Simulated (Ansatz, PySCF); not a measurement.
Reaction (SMILES): C[SiH2]O[SiH3] → C[SiH-]O[SiH3] + H+
Structures are relaxed separately at B3LYP-D3(BJ)/def2-TZVP in Ansatz (an electronic-structure program), one conformer each, not searched for the lowest. Frequencies are from Ansatz or PySCF.
Geometry of the first species:
SMILES: [SiH3]O[SiH2]C
```xyz
12

C      2.4724    -0.1402     0.4071
Si     0.9669    -0.0118    -0.6795
O     -0.3766     0.0046     0.2655
Si    -2.0075     0.0786     0.3555
H      2.4476    -1.0560     1.0007
H      2.5327     0.7084     1.0912
H      3.3813    -0.1529    -0.1993
H      1.0077     1.2341    -1.4851
H      0.8918    -1.1671    -1.6082
H     -2.3986     0.0244     1.7806
H     -2.4995     1.3419    -0.2437
H     -2.6156    -1.0638    -0.3671
```
Charge 0, spin multiplicity 1.

Quantity: gas-phase deprotonation energy (enthalpy at 298 K, with B3LYP-D3(BJ) rigid-rotor harmonic-oscillator terms), in eV. Correlated levels leave the core frozen unless marked. Spin-orbit coupling is left out. Non-relativistic. Anions need diffuse functions: aug- sets have them; def2-D sets add few; the other sets have none. CBS(X,Y): correlation extrapolated as X^-3; Hartree-Fock from the larger set.

CCSD(T)/CBS(aug-cc-pV(T+d)Z,aug-cc-pV(Q+d)Z) (Ansatz) gives 16.41 eV.

Question: Another calculation gave 15.78 eV. Which level was it?
A. B97M-V/def2-TZVPD (Ansatz)
B. BHLYP/def2-TZVPD (Ansatz)
C. SVWN5/def2-TZVPD (Ansatz)
D. B2PLYP/def2-TZVPD (Ansatz)

Answer: C, SVWN5/def2-TZVPD (Ansatz). The others give 16.26 (B97M-V), 16.63 (BHLYP), 16.39 (B2PLYP) eV.
